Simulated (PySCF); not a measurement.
Spinor energies of Rb (rubidium, neutral)

Start: [Kr] 5s1; 5s1/2 filled at m_j = +1/2. Calculated with PySCF 2.14 in x2c-TZVPall-2c (8s9p7d1f, 77 functions): generalised Hartree-Fock with the X2C-1e Hamiltonian and a Gaussian nucleus; one run each with spin-orbit coupling (SO) switched off, then screened by Boettger's factors.

```json
{"spinor shell": "1s1/2", "electrons": "2", "ε, spin-free (eV)": "-15286.9", "ε, screened SO (eV)": "-15286.4", "weight of nominal j (screened SO)": "1.000", "rms radius, screened SO (bohr)": "0.0464"}
{"spinor shell": "2s1/2", "electrons": "2", "ε, spin-free (eV)": "-2107.9", "ε, screened SO (eV)": "-2107.8", "weight of nominal j (screened SO)": "1.000", "rms radius, screened SO (bohr)": "0.192"}
{"spinor shell": "2p1/2", "electrons": "2", "ε, spin-free (eV)": "-1863.1", "ε, screened SO (eV)": "-1905.0", "weight of nominal j (screened SO)": "1.000", "rms radius, screened SO (bohr)": "0.169"}
{"spinor shell": "2p3/2", "electrons": "4", "ε, spin-free (eV)": "-1863.1", "ε, screened SO (eV)": "-1843.2", "weight of nominal j (screened SO)": "1.000", "rms radius, screened SO (bohr)": "0.173"}
{"spinor shell": "3s1/2", "electrons": "2", "ε, spin-free (eV)": "-341.60", "ε, screened SO (eV)": "-341.57", "weight of nominal j (screened SO)": "1.000", "rms radius, screened SO (bohr)": "0.543"}
{"spinor shell": "3p1/2", "electrons": "2", "ε, spin-free (eV)": "-260.57", "ε, screened SO (eV)": "-267.17", "weight of nominal j (screened SO)": "1.000", "rms radius, screened SO (bohr)": "0.550"}
{"spinor shell": "3p3/2", "electrons": "4", "ε, spin-free (eV)": "-260.57", "ε, screened SO (eV)": "-257.42", "weight of nominal j (screened SO)": "1.000", "rms radius, screened SO (bohr)": "0.561"}
{"spinor shell": "3d3/2", "electrons": "4", "ε, spin-free (eV)": "-126.25", "ε, screened SO (eV)": "-127.22", "weight of nominal j (screened SO)": "1.000", "rms radius, screened SO (bohr)": "0.575"}
{"spinor shell": "3d5/2", "electrons": "6", "ε, spin-free (eV)": "-126.25", "ε, screened SO (eV)": "-125.57", "weight of nominal j (screened SO)": "1.000", "rms radius, screened SO (bohr)": "0.579"}
{"spinor shell": "4s1/2", "electrons": "2", "ε, spin-free (eV)": "-42.588", "ε, screened SO (eV)": "-42.582", "weight of nominal j (screened SO)": "1.000", "rms radius, screened SO (bohr)": "1.57"}
{"spinor shell": "4p1/2", "electrons": "2", "ε, spin-free (eV)": "-21.965", "ε, screened SO (eV)": "-22.639", "weight of nominal j (screened SO)": "0.999", "rms radius, screened SO (bohr)": "1.83"}
{"spinor shell": "4p3/2", "electrons": "4", "ε, spin-free (eV)": "-21.965", "ε, screened SO (eV)": "-21.641", "weight of nominal j (screened SO)": "1.000", "rms radius, screened SO (bohr)": "1.87"}
{"spinor shell": "5s1/2", "electrons": "1", "ε, spin-free (eV)": "-3.812", "ε, screened SO (eV)": "-3.813", "weight of nominal j (screened SO)": "1.000", "rms radius, screened SO (bohr)": "5.91"}
```

```
   quantity    spin-free  screened SO
E (hartree)  -2979.00949  -2979.21842
        M_J          1/2          1/2
       ⟨J²⟩        0.750        0.750
       ⟨L²⟩        0.000        0.005
       ⟨S²⟩        0.750        0.756
```

Breit and QED terms are absent; they matter most for the inner s and p1/2 levels.

Densities and radii are taken from the X2C orbitals without a picture-change correction, which distorts them close to the nucleus.

Without spin-orbit coupling the j labels of p, d and f shells carry no meaning; the spin-free column gives the mean over the occupied spinors of each nl shell.
